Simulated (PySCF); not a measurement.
## How methods differ on the excitation energy of Rh

Rh [Kr] 4d8 5s1 (4F) → Rh [Kr] 4d9 (2D), as a difference of total energies. All numbers are calculated (PySCF 2.14, scalar relativity by spin-free X2C-1e, in aug-cc-pVTZ-DK (9s8p6d3f2g, 102 functions)). Correlated levels: valence: [Kr] frozen. The calculations carry no spin-orbit coupling.

```json
{"method": "UHF", "excitation energy (eV)": "1.632", "error (eV)": "+1.290"}
{"method": "MP2 (valence)", "excitation energy (eV)": "0.244", "error (eV)": "-0.098"}
{"method": "SCS-MP2 (valence)", "excitation energy (eV)": "0.162", "error (eV)": "-0.180"}
{"method": "CCSD (valence)", "excitation energy (eV)": "0.642", "error (eV)": "+0.300"}
{"method": "CCSD(T) (valence)", "excitation energy (eV)": "0.486", "error (eV)": "+0.144"}
```

Reference: 0.342 eV (measured; NIST levels, between the centres of gravity of the two terms).

Errors of the correlated levels include the incompleteness of this basis and the frozen core.

The coupled-cluster amplitudes are large for the upper state (T1 above 0.03 or a double amplitude above 0.15), so a single reference is strained.
